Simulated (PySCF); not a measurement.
## FTeN: how level, basis and relativity move the structure

Each row is its own optimisation.

Each entry is the lowest minimum that a search over a few typed start shapes (and spin states, where more than one is plausible) found, or that minimum re-optimised at the stated level; isomers with ligand–ligand bonds, or fragments after loss of a ligand pair, can lie lower. Open shells are unrestricted; no spin–orbit coupling; PySCF with density fitting.

| level | 2S+1 | point group | mean bond to Te (Å) | polar-tensor charge of Te | highest ω (cm⁻¹) | distinct angles (°) | atomisation (kJ/mol) |
| --- | --- | --- | --- | --- | --- | --- | --- |
| HF/def2-TZVP (scalar-relativistic core potentials) | 1 | Cs | 1.834 | 0.83 | 911 | 105 | 46 |
| PBE/def2-TZVP (scalar-relativistic core potentials) | 1 | Cs | 1.901 | 0.87 | 912 | 110 | 742 |
| PBE0/def2-TZVP (scalar-relativistic core potentials) | 1 | Cs | 1.864 | 0.94 | 967 | 109 | 607 |

Across these levels the mean bond spreads over 0.067 Å and the highest wavenumber over 56 cm⁻¹; all give the same point group.

Levels that gave another bonding pattern or an unsound solution are left out.
